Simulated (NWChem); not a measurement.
Species: BeHI; SMILES [BeH][I]

Results from NWChem. Medium grid unless said otherwise, to which SCAN and Minnesota functionals are sensitive. All runs use the structure optimised with PBE0-D3(BJ)/def2-TZVP. def2 effective core potentials on I; no spin-orbit coupling. Hybrids' shares of exact exchange are those that their runs print; pure functionals count as 0. The functionals differ in more than this share.

```csv
row,share of exact exchange,orbital gap (eV)
PBE/def2-TZVP,0.00,5.37
r2SCAN/def2-TZVP,0.00,6.06
TPSSh/def2-TZVP,0.10,6.36
B3LYP/def2-TZVP,0.20,withheld
M06/def2-TZVP,0.27,7.10
```

### Question
Fit a straight line of the last column on the one before it, predict the withheld value, and compare with the run.

### Answer

1. Means of the 4 shown rows: x = 0.092, y = 6.223. Slope Σ(x − x̄)(y − ȳ)/Σ(x − x̄)² = 0.2507/0.04868 = 5.150; intercept 5.746.
2. The shown rows scatter about the line by 0.251 (root mean square); the largest residual is -0.38, at PBE/def2-TZVP.
3. At x = 0.20 (B3LYP/def2-TZVP; inside the shown range) the line gives 6.78.
4. The run gives 6.80, +0.02 from the line, 0.1 times the scatter.
